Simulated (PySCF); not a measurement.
**Calculated NMR data**

PySCF 2.14 calculation with J: B3LYP/pcJ-1 (spin–dipole term left out of most H,H and C,H couplings), GFN2-xTB geometry and σ from GIAO-PBE0/pcSseg-1; averaged over atoms made equivalent by symmetry, fast rotation or ring inversion, non-relativistic Hamiltonian, one conformer, in vacuum.

δ = σ(ref) − σ, references computed at the same level: ¹H (31.72 ppm), ¹³C (186.93 ppm) against TMS. Multiplet labels drop J under 1 Hz and among equivalent protons, and merge close values. Unscaled 3J(H,H) run several per cent high. Splittings of carbon signals by F and P are missing where no couplings were computed. Where no couplings were computed, multiplicities follow the n + 1 count of equivalent neighbours, and m marks all less simple cases (inequivalent or close neighbours, rings, F or P nearby). Vicinal couplings that depend on rotamer populations or ring flexing (ring, CH–CH, X–H and H–F types) are those of the one conformer. One-bond C–F couplings are unscaled and too large by tens of Hz. Shifts are as computed. Against solution values, carbons near 30 ppm lie about +3 ppm off and those near 130 ppm about +5 ppm (rms about the fit 2.1 ppm; single classes can miss by 10 ppm). Of 1328 compounds with measured shifts, 309 miss one by over three times the rms of a fit or turn the order of signals round; such compounds aren't used in these exercises. Signals without a measured value on file couldn't be tested in this way; 1H shifts scatter by 0.2 ppm about their fit, and single ones miss by 0.5 ppm.

Compound 1 (C4H5FN2). ¹H NMR (500 MHz, computed): δ 7.68 (dqd, J = 15.7, 3.2, 2.3 Hz, 1H), 5.82 (d of quint, J = 54.8, 2.0 Hz, 1H), 3.84 (dd, J = 3.2, 2.0 Hz, 3H). ¹³C{¹H} NMR (computed): δ 157.9 (d, J = 37.2 Hz), 117.6 (d, J = 27.0 Hz), 78.1 (d, J = 237.8 Hz), 44.5. Structure: `C(=N/C)/[C@H](F)C#N`.

Compound 2 (C4H5FN2). ¹H NMR (500 MHz, computed): δ 7.89 (m, 1H), 5.52 (m, 1H), 3.83 (s, 3H). ¹³C{¹H} NMR (computed): δ 161.7 (CH), 119.0 (C), 82.9 (CH), 50.6 (CH3). Structure: SMILES C/N=C/[C@@H](F)C#N.
